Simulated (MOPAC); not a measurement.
MOPAC input (PM3):

```
PM3 FORCE THERMO(298,298) PRECISE LET UHF MS=0.5 GEO-OK AUX(PRECISION=9) THREADS=1
C4H6B

C     0.54743331 1    2.27903052 1    0.64505115 1
C     0.25454927 1    1.06415946 1    0.30172596 1
B    -0.06519109 1   -0.27310490 1   -0.07732504 1
C     1.06201735 1   -1.29656122 1   -0.26856386 1
C    -1.53126947 1   -0.67327680 1   -0.28895102 1
H     1.25874686 1   -1.73992643 1    0.72152573 1
H     2.00227637 1   -0.86199081 1   -0.62674934 1
H     0.78790120 1   -2.11419748 1   -0.94639783 1
H    -2.22724882 1   -0.16890147 1    0.39160117 1
H    -1.79963069 1   -0.37477644 1   -1.31564184 1
H    -1.70058534 1   -1.75358039 1   -0.20532002 1
```

From the output:

```
     H   11   0.004702   0.018222   0.560465   0.576671   5.482186

          HEAT OF FORMATION =     118.847311 KCALS/MOLE

          ZERO POINT ENERGY      52.478 KCAL/MOL

           NORMAL COORDINATE ANALYSIS (Total motion = 1 Angstrom)

   Root No.       1         2         3         4         5         6         7         8

                 1 B       1 A       2 B       3 B       2 A       4 B       5 B       3 A

                  51.8      92.7     127.1     233.0     312.9     366.3     483.1     652.0

           1   -0.0000   -0.0030   -0.0000   -0.0001    0.0469    0.0000    0.0000    0.0185
           2    0.0131    0.0000    0.1182    0.0470   -0.0000   -0.0342   -0.0093   -0.0002
           3   -0.0128   -0.0000    0.0601   -0.0980    0.0001   -0.0180    0.0190   -0.0001
           4   -0.0000   -0.0028    0.0000    0.0001    0.0448   -0.0001   -0.0000    0.0140
           5   -0.0000    0.0000   -0.0587   -0.0634    0.0000    0.1751    0.0318   -0.0001
           6   -0.0054    0.0000   -0.0263    0.1241    0.0000    0.0873   -0.0672   -0.0000
           7    0.0000   -0.0037    0.0000    0.0000    0.0451    0.0000    0.0000    0.0047
           8   -0.0042   -0.0000   -0.0498   -0.0353    0.0000   -0.0726   -0.0435    0.0000
           9    0.0010    0.0000   -0.0240    0.0726   -0.0000   -0.0297    0.0723    0.0000
          10   -0.0058    0.0013   -0.0718    0.0028   -0.0463   -0.0592   -0.0005   -0.0122
          11   -0.0024    0.0027   -0.0080    0.0147    0.0452   -0.0321   -0.0011   -0.0054
          12    0.0067   -0.0110   -0.0058   -0.0297    0.0215   -0.0178    0.0054   -0.0422
          13    0.0058    0.0013    0.0718   -0.0029   -0.0463    0.0592    0.0005   -0.0119
          14   -0.0024   -0.0028   -0.0080    0.0147   -0.0452   -0.0321   -0.0011    0.0056
          15    0.0068    0.0110   -0.0057   -0.0299   -0.0215   -0.0177    0.0054    0.0422
          16    0.1364    0.1542   -0.1081    0.0485   -0.0570   -0.0830    0.0998   -0.1349
          17   -0.0880   -0.0722    0.0099    0.1130    0.0477   -0.0271    0.1664   -0.2252
          18   -0.0232   -0.0401    0.0010   -0.0173    0.0231   -0.0149    0.0217   -0.0628
          19   -0.0661   -0.0572   -0.1067   -0.0256   -0.1305   -0.1057   -0.0390    0.0290
          20   -0.0204   -0.0147   -0.0308   -0.0070    0.0001   -0.0589   -0.0313    0.0260
          21    0.1506    0.1292   -0.0392   -0.0930    0.0185   -0.0328   -0.0922    0.0769
          22   -0.0614   -0.0582   -0.0603   -0.0163   -0.0490   -0.0567   -0.0369    0.0296
          23    0.0823    0.0806    0.0293    0.0057    0.1385    0.0189   -0.0228    0.0152
          24   -0.1052   -0.1340    0.0335   -0.0793    0.0457    0.0063   -0.0949    0.0738
          25    0.0662   -0.0573    0.1067    0.0255   -0.1305    0.1057    0.0390    0.0294
          26   -0.0204    0.0146   -0.0307   -0.0069   -0.0003   -0.0588   -0.0313   -0.0258
          27    0.1506   -0.1292   -0.0390   -0.0932   -0.0185   -0.0326   -0.0923   -0.0769
          28   -0.1363    0.1541    0.1082   -0.0486   -0.0570    0.0830   -0.1000   -0.1348
          29   -0.0882    0.0724    0.0098    0.1132   -0.0477   -0.0272    0.1663    0.2253
          30   -0.0231    0.0400    0.0011   -0.0174   -0.0232   -0.0148    0.0217    0.0630
          31    0.0613   -0.0580    0.0602    0.0163   -0.0489    0.0566    0.0369    0.0298
          32    0.0824   -0.0807    0.0294    0.0057   -0.1385    0.0189   -0.0228   -0.0148
          33   -0.1052    0.1341    0.0338   -0.0794   -0.0458    0.0064   -0.0949   -0.0737

   Root No.       9        10        11        12        13        14        15        16

                 4 A       6 B       7 B       5 A       8 B       6 A       9 B       7 A

                 747.1     834.5     852.7     857.4    1091.8    1189.3    1302.7    1303.7

           1    0.0719    0.0000   -0.0000    0.0253   -0.0000   -0.0883   -0.0000    0.0011
           2    0.0003    0.0002   -0.0018    0.0001    0.0018    0.0000   -0.0000    0.0001
           3    0.0001    0.0012    0.0053   -0.0002    0.0003   -0.0000    0.0002   -0.0001
           4    0.0534    0.0000   -0.0000    0.0173    0.0000   -0.0311   -0.0000    0.0008
           5    0.0001    0.0002    0.0116    0.0000    0.0010    0.0000    0.0009    0.0001
           6    0.0000   -0.0076   -0.0265   -0.0001    0.0031   -0.0000    0.0001   -0.0001
           7   -0.0178   -0.0000    0.0001   -0.0242   -0.0001    0.2241   -0.0000    0.0059
           8   -0.0001   -0.0061   -0.0221   -0.0000    0.1591    0.0001    0.0171    0.0001
           9   -0.0000    0.0114    0.1102    0.0001    0.0552   -0.0001    0.0113    0.0001
          10   -0.0455    0.0384   -0.0082   -0.0243   -0.0250   -0.0415   -0.0207   -0.0194
          11   -0.0703   -0.0056    0.0164    0.0372   -0.0542   -0.0179   -0.0288   -0.0267
          12   -0.0138   -0.0078   -0.0426    0.0148   -0.0126   -0.0052   -0.0265   -0.0257
          13   -0.0459   -0.0384    0.0081   -0.0242    0.0250   -0.0416    0.0209   -0.0193
          14    0.0700   -0.0061    0.0165   -0.0373   -0.0542    0.0177   -0.0291    0.0263
          15    0.0138   -0.0071   -0.0428   -0.0146   -0.0126    0.0053   -0.0266    0.0256
          16    0.0207   -0.0417   -0.1109    0.0328   -0.0332    0.0137    0.0698    0.0772
          17    0.0257   -0.0008   -0.1885   -0.0025   -0.0377   -0.0299    0.1382    0.1382
          18   -0.0068    0.0024   -0.0624    0.0018   -0.0088   -0.0110    0.0112    0.0110
          19   -0.0523   -0.1376    0.0556    0.1604   -0.1222    0.0421    0.0676    0.0678
          20   -0.0813   -0.1014    0.0592    0.1415   -0.1139    0.0238    0.0468    0.0473
          21   -0.0828   -0.0383    0.0675    0.0749   -0.0860    0.0003    0.1216    0.1232
          22   -0.0742    0.0532    0.0253   -0.0285   -0.0502   -0.0507    0.0378    0.0431
          23   -0.1298    0.2028   -0.0068   -0.1465   -0.0727   -0.1719    0.0623    0.0613
          24   -0.1051    0.1001    0.0392   -0.0586   -0.0711   -0.0882    0.1199    0.1293
          25   -0.0529    0.1379   -0.0557    0.1604    0.1222    0.0420   -0.0682    0.0670
          26    0.0811   -0.1017    0.0592   -0.1412   -0.1138   -0.0238    0.0471   -0.0469
          27    0.0828   -0.0372    0.0673   -0.0748   -0.0860   -0.0003    0.1232   -0.1220
          28    0.0203    0.0417    0.1110    0.0330    0.0332    0.0137   -0.0707    0.0767
          29   -0.0259   -0.0018   -0.1882    0.0024   -0.0378    0.0298    0.1392   -0.1370
          30    0.0067    0.0029   -0.0626   -0.0016   -0.0088    0.0110    0.0115   -0.0108
          31   -0.0745   -0.0534   -0.0253   -0.0286    0.0502   -0.0510   -0.0382    0.0426
          32    0.1293    0.2027   -0.0069    0.1462   -0.0727    0.1717    0.0628   -0.0609
          33    0.1050    0.1010    0.0391    0.0589   -0.0710    0.0884    0.1214   -0.1280

   Root No.      17        18        19        20        21        22        23        24

                10 B       8 A      11 B       9 A      10 A      11 A      12 B      24 ????

                1364.1    1364.9    1391.1    1393.6    2050.5    3050.0    3050.9    3095.1

           1    0.0000    0.0006    0.0000   -0.0013   -0.3676    0.0002   -0.0000   -0.0000
           2    0.0000   -0.0000    0.0000   -0.0001   -0.0001   -0.0000   -0.0000   -0.0001
           3   -0.0002    0.0001    0.0001   -0.0001    0.0001   -0.0001   -0.0001    0.0001
           4   -0.0000    0.0002   -0.0000    0.0003    0.4585   -0.0004    0.0000    0.0001
           5    0.0004   -0.0000   -0.0000   -0.0000    0.0003   -0.0000    0.0000   -0.0001
           6    0.0006    0.0000    0.0000   -0.0001   -0.0002   -0.0001   -0.0002   -0.0001
           7   -0.0000   -0.0014   -0.0000    0.0049   -0.0906    0.0005   -0.0000   -0.0002
           8    0.0013    0.0000    0.0066    0.0000   -0.0001    0.0000   -0.0005   -0.0005
           9    0.0007   -0.0000    0.0039    0.0000    0.0000    0.0000   -0.0011   -0.0001
          10   -0.0198   -0.0191   -0.0086   -0.0093   -0.0030   -0.0020    0.0016    0.0192
          11    0.0092    0.0105   -0.0217   -0.0218   -0.0025   -0.0108    0.0111   -0.0102
          12    0.0028    0.0041    0.0141    0.0138   -0.0026    0.0249   -0.0253   -0.0032
          13    0.0198   -0.0191    0.0087   -0.0092   -0.0031   -0.0019   -0.0016   -0.0308
          14    0.0091   -0.0106   -0.0217    0.0218    0.0024    0.0110    0.0110   -0.0162
          15    0.0030   -0.0042    0.0142   -0.0137    0.0027   -0.0252   -0.0250   -0.0055
          16    0.1864    0.1855   -0.0223   -0.0185   -0.0075   -0.0286    0.0288    0.0094
          17   -0.0991   -0.1011   -0.0372   -0.0342   -0.0008    0.0522   -0.0542   -0.0038
          18   -0.0376   -0.0372    0.0012    0.0013   -0.0099   -0.2803    0.2887   -0.0094
          19    0.0022   -0.0013    0.1629    0.1675   -0.0069   -0.0442    0.0453   -0.0789
          20   -0.0067   -0.0082    0.0698    0.0730   -0.0051    0.0710   -0.0723    0.1491
          21   -0.1287   -0.1307   -0.1161   -0.1139    0.0047    0.0045   -0.0040   -0.0208
          22    0.0463    0.0456   -0.0600   -0.0591   -0.0051    0.0937   -0.0919   -0.1612
          23   -0.0124   -0.0145    0.1903    0.1951    0.0032    0.0047   -0.0039   -0.0222
          24    0.1246    0.1222   -0.0752   -0.0699    0.0134   -0.0266    0.0261    0.0719
          25   -0.0023   -0.0012   -0.1633    0.1675   -0.0070   -0.0448   -0.0444    0.1256
          26   -0.0068    0.0082    0.0697   -0.0727    0.0051   -0.0722   -0.0709    0.2381
          27   -0.1283    0.1306   -0.1160    0.1137   -0.0046   -0.0045   -0.0043   -0.0341
          28   -0.1864    0.1853    0.0224   -0.0183   -0.0075   -0.0287   -0.0281   -0.0146
          29   -0.0996    0.1013   -0.0373    0.0342    0.0007   -0.0531   -0.0530   -0.0051
          30   -0.0373    0.0371    0.0012   -0.0012    0.0100    0.2856    0.2834   -0.0180
          31   -0.0463    0.0455    0.0598   -0.0587   -0.0052    0.0954    0.0902    0.2587
          32   -0.0125    0.0146    0.1906   -0.1948   -0.0033   -0.0046   -0.0037   -0.0357
          33    0.1249   -0.1223   -0.0752    0.0701   -0.0133    0.0272    0.0253    0.1148

   Root No.      25        26        27

                25 ????   26 ????   27 ????

                3095.1    3177.7    3178.0

           1   -0.0001    0.0001   -0.0003
           2   -0.0000    0.0003   -0.0002
           3    0.0001   -0.0005    0.0003
           4    0.0004   -0.0002    0.0006
           5   -0.0000    0.0002   -0.0001
           6    0.0001   -0.0002    0.0001
           7   -0.0008    0.0002   -0.0008
           8    0.0001   -0.0010   -0.0003
           9    0.0000   -0.0005   -0.0002
          10   -0.0307   -0.0040   -0.0072
          11    0.0163   -0.0084   -0.0154
          12    0.0053   -0.0002   -0.0024
          13   -0.0192    0.0074   -0.0037
          14   -0.0102   -0.0154    0.0083
          15   -0.0034   -0.0019    0.0014
          16   -0.0141    0.0050    0.0104
```
